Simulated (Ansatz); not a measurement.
`C=C(N)[Te]C` + H₂ → `C=C(N)[TeH]` + CH₄  (hydrogenolysis of a Te–C bond)

Calculated with Ansatz (gas phase, PBE0-D4/def2-TZVP geometries, no zero-point term in ΔE). CBS: MP2 limit from def2 TZ/QZ plus the TZ coupled-cluster correction, frozen cores. This one scheme is used for every species. Functionals use def2-TZVPP. B3LYP here is the variant with VWN-RPA as its local correlation; programs differ in this. def2 core potentials past Kr. For Te outer-core shells are correlated without core-valence functions, which leaves a few kJ/mol of doubt a bond. Each species was taken in one conformer, which may not be the lowest.

```csv
level,ΔE (kJ/mol),difference from CCSD(T)/CBS
PBE-D4,-57.4,-2.7
PBE0-D4,-62.3,-7.6
B3LYP-D4,-61.7,-7.0
ωB97X-V,-63.2,-8.5
ωB97M-V,-62.5,-7.8
B2PLYP,-65.2,-10.5
CCSD(T)/def2-TZVPP,-60.1,-5.4
HF/def2-QZVPP,-85.1,-30.4
SCS-MP2/def2-QZVPP,-54.6,0.1
HF/CBS(def2),-85.0,-30.3
CCSD(T)/CBS,-54.7,0
```

Largest T1 diagnostic among the species: 0.012.

From PBE to PBE0 (25 % exact exchange), in def2-TZVPP and without D4, ΔE moves by −4.2 kJ/mol. The D4 term adds +10.4 kJ/mol with B3LYP and +5.7 kJ/mol with PBE0; it sums over pairs of atoms, weighted by their polarisabilities, and B3LYP, whose exchange is more repulsive, gets the larger term.
